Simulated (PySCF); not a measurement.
Stepwise substitution at one centre (Al CH3-NH2). All species are isolated molecules in the gas phase. Strings in code marks are SMILES.

The numbers are results of PBE-D3(BJ)/def2-TZVP // B3LYP-D3(BJ)/def2-TZVP (PySCF), not measurements. Excitations are Tamm–Dancoff values on a coarser integration grid. The basis has no diffuse functions, so Rydberg states are missing or too high.

```csv
species,T1 excitation (TDA) (eV),LUMO (eV),S1 oscillator strength,brightest of the four lowest singlets (TDA) (eV),dipole moment (D)
0 of 3 CH3 replaced by NH2 (`[CH3][Al]([CH3])[CH3]`),4.90,-1.14,…,6.10,…
1 of 3 CH3 replaced by NH2 (`[CH3][Al]([CH3])[NH2]`),4.97,-0.40,0.045,6.14,0.70
2 of 3 CH3 replaced by NH2,…,-0.43,0.000,6.23,…
3 of 3 CH3 replaced by NH2 (`[NH2][Al]([NH2])[NH2]`),4.63,-0.50,0.004,…,0.00
```

Question: Some entries are withheld; supply them.

Answer: 
- 0 of 3 CH3 replaced by NH2 (`[CH3][Al]([CH3])[CH3]`), S1 oscillator strength: 0.000
- 0 of 3 CH3 replaced by NH2 (`[CH3][Al]([CH3])[CH3]`), dipole moment (D): 0.00
- 2 of 3 CH3 replaced by NH2, T1 excitation (TDA) (eV): 4.75
- 2 of 3 CH3 replaced by NH2, dipole moment (D): 0.64
- 3 of 3 CH3 replaced by NH2 (`[NH2][Al]([NH2])[NH2]`), brightest of the four lowest singlets (TDA) (eV): 5.75
